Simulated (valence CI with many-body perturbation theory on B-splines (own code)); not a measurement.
**Pb⁶⁹⁺: what the settings do**

Calculated by valence CI with perturbative core correlation (CI+MBPT): three valence electrons over a frozen Dirac-Fock core [Ne], a basis of 6 s, 6 p, 5 d, 3 f, 1 g functions for each j, with the one-electron correlation potential Σ1, the two-electron term Σ2, the three-electron term Σ3, Breit, model QED; selected CI, second order for the rest, scaled by the run's own slope (own B-spline code, finite nucleus).

The last digits are not significant, and no measured levels were compared; by estimate large intervals hold to a few tenths of a per cent, small ones and those within an open d or f shell to about a per cent.

The reference run has the lowest level (3s^2 3p1/2) J=1/2 and an ionisation energy of 8680.77 eV. Its largest variational space holds 2784 state functions.

Levels are named by their leading jj configuration (3d3/2^4 stands for four electrons in 3d with j = 3/2), which in mixed levels can hold well under half, so a name can repeat and another be missing. Letters in brackets count levels of one name in rising energy.

Changed runs:
A. size limit of the variational space 10000 → 3000; cutoff of virtual states (hartree) 13448 → 288000; second order for the rest on → off
B. natural orbitals for correlation on → off
C. shift of the energy in Σ1 (hartree) 0 → -43.2
D. highest l in the core sums 6 → 1 (bad on purpose)

Excitation energies of the reference run in cm⁻¹, and shifts in cm⁻¹:

| Level | Reference | A | B | C | D |
| --- | --- | --- | --- | --- | --- |
| (3s 3p1/2^2) J=1/2 | 1603340 | +14 | -11 | +117 | +625 |
| (3s^2 3p3/2) J=3/2 | 4808970 | +71 | -503 | -135 | -1092 |
| (3s 3p1/2 3p3/2) J=3/2 [a] | 6125090 | +85 | -1437 | -19 | -2119 |
| (3s 3p1/2 3p3/2) J=5/2 | 6295790 | +85 | -830 | -20 | -1036 |
| (3s 3p1/2 3p3/2) J=3/2 [b] | 6475950 | +91 | -497 | -30 | +778 |
| (3s 3p1/2 3p3/2) J=1/2 | 6577640 | +85 | -201 | -19 | +2630 |
| (3s^2 3d3/2) J=3/2 | 6972790 | +106 | +645 | -60 | +6516 |
| (3s^2 3d5/2) J=5/2 | 7943500 | +114 | +5.9 | -130 | +3816 |
| (3s 3p1/2 3d3/2) J=3/2 [a] | 8018910 | +115 | -956 | +63 | +1528 |
| (3s 3p1/2 3d3/2) J=3/2 [b] | 8140630 | +111 | -669 | +69 | +2840 |
| (3s 3p1/2 3d3/2) J=5/2 | 8229840 | +124 | -567 | +45 | +3382 |
| (3s 3p1/2 3d3/2) J=1/2 | 8478930 | +125 | +219 | +45 | +6006 |
| Ionisation energy (eV) | 8680.77 | +0.014 | -0.32 | -0.09 | -0.51 |
